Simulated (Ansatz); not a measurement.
ScCl3 (the lowest singlet isomer of a short search). The state is a singlet with charge 0. Geometry r2SCAN-D4/def2-SVP, basis def2-TZVP, Ansatz.

```xyz
4

Sc   -0.001    0.003   -0.003
Cl    0.258   -0.840   -2.092
Cl   -1.734   -0.685    1.289
Cl    1.477    1.523    0.805
```

```
run  HOMO (eV)  LUMO (eV)
  A      -8.04      -4.42
  B      -7.70      -4.17
  C     -11.64      -1.25
  D      -9.26      -3.26
  E     -10.48      -2.47
  F      -8.97      -3.62
```

B3LYP takes the VWN-RPA correlation. The structure comes from a short search, and lower isomers may exist.

The runs used B3LYP, BHLYP, BLYP, LDA (SPW92), PBE0, ωB97X-V. Estimate which is which.

A LDA (SPW92) (0 % exact exchange); B BLYP (0 % exact exchange); C ωB97X-V (range-separated); D PBE0 (25 % exact exchange); E BHLYP (50 % exact exchange); F B3LYP (20 % exact exchange). Exact exchange lowers occupied and raises empty levels; among semilocal functionals meta-GGAs tend to open the gap a little, and such runs are hard to tell apart. The gap grows from 3.54 eV (BLYP) to 10.39 eV (ωB97X-V).
